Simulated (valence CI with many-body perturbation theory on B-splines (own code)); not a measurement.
# Pm XLVI in brief

Calculated by configuration interaction combined with many-body perturbation theory (CI+MBPT): six valence electrons over a frozen Dirac-Fock core [Ne], radial functions for each j: 9 s, 9 p, 8 d, 6 f, 3 g, 1 h, with the one-electron correlation potential Σ1 (screened to all orders), the two-electron term Σ2, the three-electron term Σ3, Breit, model QED; selected single and double excitations, second order for the rest, scaled by the run's own slope (own B-spline code, finite nucleus).

The last digits are not significant, and no measured levels were compared; by estimate large intervals hold to a few tenths of a per cent, small ones and those within an open d or f shell to about a per cent. Among the levels kept, up to 1100 cm⁻¹ of a level comes from second order outside the variational space, and about a tenth of that is noise between levels of different J, which matters for small intervals.

Levels are named by their leading jj configuration (3d3/2^4 stands for four electrons in 3d with j = 3/2), which in mixed levels can hold well under half, so a name can repeat and another be missing.

Rates and lifetimes use the calculated energies. Strong lines usually hold to 10 to 20 %, long lifetimes can be off by a factor of two.

(1) What is the ground level?

(2) Where does the other parity begin?

(3) What are the static dipole polarisabilities of the lowest levels?

(4) How well does LS coupling describe the low levels?

(5) Name the longest-lived excited levels whose lifetime is computed, and their main decay.

(6) Among levels below 398.87 eV, which E1 lines absorb most strongly from the ground level?

(7) What is the ionisation energy?

## Answers

(1) (3s^2 3p1/2^2 3p3/2^2) J=2, composition 69 % 3s2.3p4 3P + 29 % 3s2.3p4 1D, g = 1.344.

(2) At (3s^2 3p1/2^2 3p3/2 3d3/2) J=2, 182.37 eV.

(3) (3s^2 3p1/2^2 3p3/2^2) J=2 0.00783 (tensor 7.1e-05); (3s^2 3p1/2^2 3p3/2^2) J=0 0.00780 bohr³, of which the core gives 0.000108.

(4) Among the lowest 20 levels the leading LS term, summed over configurations, holds 51 % on average. For single configurations the figures are 50 % in LS and 93 % in jj coupling. Terms mix most in the J = 3 level at 188.94 eV, where the leading one holds 28 %.

(5) (3s^2 3p1/2^2 3p3/2^2) J=0 at 15.17 eV lives 110 ms, mostly by E2 to (3s^2 3p1/2^2 3p3/2^2) J=2; (3s^2 3p1/2^2 3p3/2 3d5/2) J=4 at 217.95 eV lives 6.07 μs, mostly by M1 to (3s^2 3p1/2^2 3p3/2 3d3/2) J=3; (3s^2 3p1/2 3p3/2^2 3d3/2) J=4 at 325.65 eV lives 258 ns, mostly by M1 to (3s^2 3p1/2^2 3p3/2 3d3/2) J=3.

(6) to (3s^2 3p1/2 3p3/2^2 3d3/2) J=2 at 3.530 nm, f = 0.226; to (3s^2 3p1/2 3p3/2^2 3d3/2) J=3 at 3.556 nm, f = 0.217; to (3s^2 3p1/2^2 3p3/2 3d5/2) J=3 at 5.223 nm, f = 0.118.

(7) 3720.3 eV; NIST lists 3718 ± 4 eV (theoretical).
